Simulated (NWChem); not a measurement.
System: GaNH3OCl; SMILES [NH2][Ga]([OH])[Cl]

Here is an NWChem input.

```
start job
memory heap 200 mb stack 900 mb global 1100 mb
geometry units angstroms noautosym nocenter noautoz
  Ga     0.068505    -0.377369    -0.030425
  Cl    -0.131561     1.761523    -0.004703
  O      1.689204    -1.092844     0.054680
  H      2.397048    -0.442168     0.097110
  N     -1.384525    -1.420240    -0.114815
  H     -1.338038    -2.428844    -0.174324
  H     -2.323831    -1.057175    -0.203744
end
basis spherical
  Ga library 6-31g*
  Cl library 6-31g*
  O library 6-31g*
  H library 6-31g*
  N library 6-31g*
end
dft
  xc hfexch
  iterations 150
end
property
  shielding
  efieldgrad
end
task dft property
```

Output (shortened):

```
             Northwest Computational Chemistry Package (NWChem) 7.3.0
             --------------------------------------------------------

                             Geometry "geometry" -> ""
                             -------------------------

 Output coordinates in angstroms (scale by  1.889725989 to convert to a.u.)

  No.       Tag          Charge          X              Y              Z
 ---- ---------------- ---------- -------------- -------------- --------------
    1 Ga                  31.0000     0.06850500    -0.37736900    -0.03042500
    2 Cl                  17.0000    -0.13156100     1.76152300    -0.00470300
    3 O                    8.0000     1.68920400    -1.09284400     0.05468000
    4 H                    1.0000     2.39704800    -0.44216800     0.09711000
    5 N                    7.0000    -1.38452500    -1.42024000    -0.11481500
    6 H                    1.0000    -1.33803800    -2.42884400    -0.17432400
    7 H                    1.0000    -2.32383100    -1.05717500    -0.20374400

 Effective nuclear repulsion energy (a.u.)     360.1679983772

  xc_inp: hfexch multiplicative factor not found.
                              NWChem Property Module
                              ----------------------

  itol2e modified to match energy
  convergence criterion.

                                 NWChem DFT Module
                                 -----------------

 Summary of "ao basis" -> "ao basis" (spherical)
 ------------------------------------------------------------------------------
       Tag                 Description            Shells   Functions and Types
 ---------------- ------------------------------  ------  ---------------------
 Ga                          6-31g*                 12       32   5s4p3d
 Cl                          6-31g*                  8       18   4s3p1d
 O                           6-31g*                  6       14   3s2p1d
 H                           6-31g*                  2        2   2s
 N                           6-31g*                  6       14   3s2p1d

  itol2e modified to match energy
  convergence criterion.

            General Information
            -------------------
          SCF calculation type: DFT
          Wavefunction type:  closed shell.
          No. of atoms     :     7
          No. of electrons :    66
           Alpha electrons :    33
            Beta electrons :    33
          Charge           :     0
          Spin multiplicity:     1
          Use of symmetry is: off; symmetry adaption is: off
          Maximum number of iterations: 150
          AO basis - number of functions:    84
                     number of shells:    38
          Convergence on energy requested:  1.00D-07
          Convergence on density requested:  1.00D-05
          Convergence on gradient requested:  5.00D-04

              XC Information
              --------------
                     Hartree-Fock (Exact) Exchange  1.000

      Superposition of Atomic Density Guess
      -------------------------------------

 Sum of atomic energies:       -2512.93876912

      Non-variational initial energy
      ------------------------------

 Total energy =   -2513.940911
 1-e energy   =   -4215.118244
 2-e energy   =    1341.009335
 HOMO         =      -0.348318
 LUMO         =      -0.040757

[...]

          -----------------------------------------
          Chemical Shielding Tensors (GIAO, in ppm)
          -----------------------------------------

                                NWChem CPHF Module
                                ------------------

  scftype          =     RHF
  nclosed          =       33
  nopen            =        0
  variables        =     1683
  # of vectors     =        3
  tolerance        = 0.10D-03
  level shift      = 0.00D+00
  max iterations   =       50
  max subspace     =       30

 SCF residual:    3.2807463151389141E-005

Iterative solution of linear equations
  No. of variables     1683
  No. of equations        3
  Maximum subspace       30
        Iterations       50
       Convergence  1.0D-04

   iter   nsub   residual    time
   ----  ------  --------  ---------
     1      3    1.13D+00      39.6
     2      6    9.38D-02      45.4
     3      9    1.87D-02      51.4
     4     12    2.98D-03      57.3
     5     15    5.40D-04      63.2
     6     18    1.30D-04      69.1
     7     21    2.43D-05      75.0

      Atom:    1  Ga
        Diamagnetic
   2642.0698     -0.9151      0.2668
     -0.9151   2643.6557      0.0420
      0.2668      0.0420   2636.7466

        Paramagnetic
   -745.5333     64.4106     21.3458
     64.4106   -837.9727      7.9790
     21.3458      7.9790  -1085.3522

        Total Shielding Tensor
   1896.5365     63.4955     21.6125
     63.4955   1805.6830      8.0209
     21.6125      8.0209   1551.3944

           isotropic =    1751.2046
          anisotropy =     269.0387

          Principal Components and Axis System
                 1           2           3
             1930.5638   1773.0712   1549.9790

      1         0.8882     -0.4556     -0.0592
      2         0.4555      0.8901     -0.0166
      3         0.0603     -0.0122      0.9981

      Atom:    2  Cl
        Diamagnetic
   1143.5138     -1.4485      0.0046
     -1.4485   1156.3857      0.1443
      0.0046      0.1443   1142.9413

        Paramagnetic
   -116.5820     -6.5242     -3.8362
     -6.5242    -45.7699      0.3123
     -3.8362      0.3123    -57.7890

        Total Shielding Tensor
   1026.9318     -7.9727     -3.8316
     -7.9727   1110.6158      0.4566
     -3.8316      0.4566   1085.1523

           isotropic =    1074.2333
          anisotropy =      55.7411

          Principal Components and Axis System
                 1           2           3
             1111.3940   1085.3671   1025.9387

      1        -0.0953     -0.0603      0.9936
      2         0.9950     -0.0371      0.0932
      3         0.0312      0.9975      0.0636

      Atom:    3  O
        Diamagnetic
    411.5930     -6.2081      2.1929
     -6.2081    384.7678     -0.2642
      2.1929     -0.2642    371.0922

        Paramagnetic
    -89.8507    -18.4437     -2.6152
    -18.4437    -90.6493     -1.7378
     -2.6152     -1.7378    -52.7396

        Total Shielding Tensor
    321.7423    -24.6517     -0.4222
    -24.6517    294.1185     -2.0020
     -0.4222     -2.0020    318.3525

           isotropic =     311.4045
          anisotropy =      37.2103

          Principal Components and Axis System
                 1           2           3
              336.2113    318.4261    279.5760

      1         0.8616     -0.0567      0.5044
      2        -0.5063     -0.0247      0.8620
      3         0.0364      0.9981      0.0500

      Atom:    4  H
        Diamagnetic
     41.1076     10.3535      1.4441
     10.3535     27.1137      0.6440
      1.4441      0.6440     15.6483

        Paramagnetic
      0.5856     -3.3987     -0.3455
     -3.3987      2.6068     -0.2174
     -0.3455     -0.2174      6.6391

        Total Shielding Tensor
     41.6931      6.9548      1.0986
      6.9548     29.7205      0.4266
      1.0986      0.4266     22.2874

           isotropic =      31.2337
          anisotropy =      20.5659

          Principal Components and Axis System
                 1           2           3
               44.9443     26.5316     22.2252

      1         0.9078     -0.4159     -0.0539
      2         0.4162      0.9093     -0.0068
      3         0.0519     -0.0163      0.9985

      Atom:    5  N
        Diamagnetic
    332.6577     13.5960      2.3180
     13.5960    324.1332      1.3388
      2.3180      1.3388    298.4864

        Paramagnetic
    -69.3711      4.6945      0.1707
      4.6945    -59.5026      0.7415
      0.1707      0.7415    -55.9388

        Total Shielding Tensor
    263.2865     18.2906      2.4888
     18.2906    264.6306      2.0804
      2.4888      2.0804    242.5476

           isotropic =     256.8216
          anisotropy =      38.5502

          Principal Components and Axis System
                 1           2           3
              282.5217    245.6910    242.2521

      1         0.6923      0.7101     -0.1285
      2         0.7171     -0.6968      0.0128
      3         0.0804      0.1010      0.9916

      Atom:    6  H
        Diamagnetic
     23.1595      4.1507      0.4180
      4.1507     45.5934      1.6387
      0.4180      1.6387     18.4063

        Paramagnetic
      4.5410     -2.2167     -0.1134
     -2.2167     -0.7211     -0.4972
     -0.1134     -0.4972      5.0016

        Total Shielding Tensor
     27.7004      1.9340      0.3046
      1.9340     44.8723      1.1415
      0.3046      1.1415     23.4079

           isotropic =      31.9935
          anisotropy =      19.7350

          Principal Components and Axis System
                 1           2           3
               45.1502     27.4928     23.3376

      1         0.1109      0.9927     -0.0481
      2         0.9924     -0.1132     -0.0486
      3         0.0537      0.0424      0.9977

      Atom:    7  H
        Diamagnetic
     45.5808     -2.9987      2.3624
     -2.9987     23.2312     -0.2885
      2.3624     -0.2885     18.1009

[...]
```

Level: Hartree-Fock/6-31G* (spherical d), GIAO. The geometry was optimised at PBE0/def2-SVP. NWChem prints the field gradient with the sign opposite to the second derivative of the potential. The printed shielding anisotropy is the first printed principal value minus the mean of the other two.
